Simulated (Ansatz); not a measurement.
This geometry of CH5B2F (9 atoms, charge 0, multiplicity 1) is a first-order saddle point.

Method: RKS PBE0-D4/def2-SVP (Ansatz 0.2.0).

```xyz
9
Properties=species:S:1:pos:R:3
B -0.350 1.184 -0.428
C 0.508 0.092 0.308
B -0.079 -1.327 0.107
F -0.947 -1.816 0.986
H -1.366 0.925 -1.036
H 0.002 2.342 -0.387
H 1.542 0.212 -0.063
H 0.531 0.415 1.368
H 0.159 -2.027 -0.856
```

**Question.** Which two structures does it join? (They come from a converged band through this point; their orientation in space is the band's.)

**Answer.** No bond is made or broken. The dihedral H6–B1–C2–B3 goes from 113 to -65°. The two ends are copies of one structure, up to a mirror image or an exchange of like atoms.

First end point:

```xyz
9
Properties=species:S:1:pos:R:3
B -0.303 1.183 -0.469
C 0.549 0.138 0.302
B -0.179 -1.241 0.214
F -0.734 -1.768 1.296
H -0.451 1.081 -1.666
H -0.853 2.095 0.105
H 1.459 -0.024 -0.309
H 0.790 0.412 1.338
H -0.279 -1.876 -0.812
```

Last end point:

```xyz
9
Properties=species:S:1:pos:R:3
B -0.302 1.184 -0.470
C 0.548 0.139 0.303
B -0.179 -1.241 0.214
F -0.729 -1.771 1.296
H -0.856 2.093 0.104
H -0.447 1.082 -1.668
H 1.459 -0.025 -0.305
H 0.787 0.413 1.340
H -0.281 -1.873 -0.814
```

**Question.** How far does it lie above each of them?

**Answer.** 0.121 eV above the first and 0.121 eV above the second. This is the barrier of this one path; another mechanism may lie lower.

The run took 3 min on 1 CPU thread of a shared host.
